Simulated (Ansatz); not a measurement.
Cost and result for the atomization energy of `[NH2][Ga]([Cl])[Cl]` (6 atoms, 5 bonds).

```xyz
6

N    -0.501    0.731    0.605
Ga    0.339   -0.499   -0.388
Cl   -0.721   -2.168   -1.164
Cl    2.418   -0.330   -0.789
H    -1.489    0.710    0.782
H    -0.045    1.556    0.954
```

Total charge 0; spin multiplicity 1. Correlated methods include outer-core shells of Ga, which these sets cover unevenly. Scalar relativity is left out up to krypton. The structure was optimised at the PBE0-D4/def2-TZVP level. It is one conformer, not always the lowest. Program: Ansatz. All runs use 4 threads of an Arm Neoverse V1 on a shared host. Times are those of one run each, without the atoms' runs, and a repeat can differ threefold. Electronic energies, without spin–orbit coupling; frozen cores. CCSD(T)/CBS adds CCSD(T) − MP2 in def2-TZVPP to the MP2 limit, and its time is that of the two runs behind it. T1 = 0.011. With those shells the extrapolation isn't a true limit.

CCSD(T)/CBS is a level of theory with its own doubt, some kJ/mol a heavy atom from the limit and from the frozen cores, so smaller differences don't rank the functionals.

| level | functions | wall time |
| --- | --- | --- |
| LDA (SPW92)/def2-TZVPP | 191 | 0.9 s |
| BLYP-D4/def2-TZVPP | 191 | 1.5 s |
| PBE-D4/def2-TZVPP (with forces) | 191 | 1.8 s |
| CCSD(T)/def2-SVP | 92 | 2.6 s |
| BHLYP-D4/def2-TZVPP | 191 | 2.7 s |
| CAM-B3LYP-D4/def2-TZVPP | 191 | 2.9 s |
| B2PLYP/def2-TZVPP | 191 | 3.8 s |
| PBE-QIDH/def2-TZVPP | 191 | 3.8 s |
| ωB97X-V/def2-TZVPP | 191 | 6 s |
| ωB97M-V/def2-TZVPP (with forces) | 191 | 9 s |
| MP2/def2-QZVPP | 346 | 11 s |
| CCSD(T)/def2-TZVPP | 191 | 55 s |
| CCSD(T)/CBS(def2) | – | 66 s |

(1) What atomization energy does each give, and how far from CCSD(T)/CBS? (Estimate.)

Answers

(1) Computed: 
| level | atomization (kcal/mol) | difference from CCSD(T)/CBS | per bond |
| --- | --- | --- | --- |
| LDA (SPW92)/def2-TZVPP | 505.4 | 64.4 | 12.9 |
| BLYP-D4/def2-TZVPP | 429.9 | -11.1 | -2.2 |
| PBE-D4/def2-TZVPP (with forces) | 444.9 | 3.9 | 0.8 |
| CCSD(T)/def2-SVP | 404.9 | -36.1 | -7.2 |
| BHLYP-D4/def2-TZVPP | 420.2 | -20.8 | -4.2 |
| CAM-B3LYP-D4/def2-TZVPP | 435.5 | -5.5 | -1.1 |
| B2PLYP/def2-TZVPP | 430.8 | -10.2 | -2.0 |
| PBE-QIDH/def2-TZVPP | 438.3 | -2.7 | -0.6 |
| ωB97X-V/def2-TZVPP | 442.1 | 1.1 | 0.2 |
| ωB97M-V/def2-TZVPP (with forces) | 439.3 | -1.7 | -0.3 |
| MP2/def2-QZVPP | 449.5 | 8.5 | 1.7 |
| CCSD(T)/def2-TZVPP | 427.4 | -13.6 | -2.7 |
| CCSD(T)/CBS(def2) | 441.0 | 0.0 | 0.0 |

From r2SCAN to r2SCAN0 (25 % exact exchange), in def2-TZVPP and without D4, the atomization energy moves by −8.6 kcal/mol: exact exchange takes away binding that semilocal exchange gives to molecules. At CCSD(T), def2-SVP lies −36.2 kcal/mol from the extrapolated value and def2-TZVPP −13.6 kcal/mol: correlation converges slowly with the basis, and small sets miss more of it in the bonded molecule than in its fragments. Leaving LDA and LC-ωPBE aside and taking each functional with its dispersion term where it has one, the values spread over 24.7 kcal/mol, from BHLYP-D4 to PBE-D4. LDA lies +64.2 kcal/mol from PBE without D4, its usual overbinding.
